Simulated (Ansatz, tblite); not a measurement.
Forces on In₂Sn at its PBE0-D4/def2-SVP geometry. Total charge 0; singlet.

In the def2 sets In, Sn take a core potential; there is no spin–orbit coupling. The xTB rows come from tblite. At r2SCAN-D4/def2-TZVP the restricted singlet is unstable: a solution with broken spin symmetry lies lower. The order of the spin states hangs on the level: the triplet lies 0.56 eV below the singlet at PBE0-D4/def2-TZVP, but 0.19 eV above it at GFN2-xTB. The structure comes from a short search, and lower isomers may exist.

GFN1-xTB (tblite), largest force 0.66 eV/Å:

```xyz
3
positions Å, forces eV/Å
In    2.402   -0.203   -0.035   -0.562    0.228    0.039
In   -2.173   -1.029   -0.173    0.443    0.410    0.069
Sn   -0.229    1.232    0.208    0.118   -0.638   -0.108
```

GFN2-xTB (tblite), largest force 0.12 eV/Å:

```
In 0.117 0.015 0.003
In -0.115 -0.027 -0.004
Sn -0.002 0.011 0.002
```

r2SCAN-D4/def2-TZVP (Ansatz), largest force 0.12 eV/Å:

```
In -0.063 0.050 0.009
In 0.041 0.069 0.012
Sn 0.022 -0.120 -0.020
```
